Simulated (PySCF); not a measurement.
Distances in Å between the heavy atoms of a computed structure (GFN2-xTB; lower triangle, same order across):
```
N1    0.00
C2    1.18  0.00
C3    2.53  1.36  0.00
N4    3.51  2.44  1.45  0.00
C5    3.82  3.02  2.43  1.45  0.00
C6    5.11  4.33  3.70  2.36  1.53  0.00
C7    5.16  4.35  3.72  2.37  2.42  1.54  0.00
C8    3.94  3.05  2.47  1.46  2.28  2.42  1.53  0.00
```

Hydrogens: 1 on C3, 2 on C5, 2 on C6, 2 on C7, 2 on C8.

Charge -1, singlet.

Task: Which heavy atoms are bonded, and with what formal order?

Result: N1–C2 (triple); C2–C3 (single); C3–N4 (single); N4–C5 (single); C5–C6 (single); C6–C7 (single); C7–C8 (single); N4–C8 (single). The orders are those of one drawing; other resonance forms can be drawn.

Task: Give the structure as a SMILES string.

Result: `N#C[CH-]N1CCCC1`, [C6H9N2]-.

Task: Which rings does it hold (smallest set)?

Result: N4–C5–C6–C7–C8 (5 members, 0.18 Å rms from planarity).

Task: Classify the heavy atoms.

Result: N1: nitrogen bonded to C; C2: carbon bonded to C and N; C3: carbon bonded to C, N and H; N4: nitrogen bonded to 3 C; C5/C8: sp3 carbon bound to nitrogen; C6/C7: ring CH2 carbon.
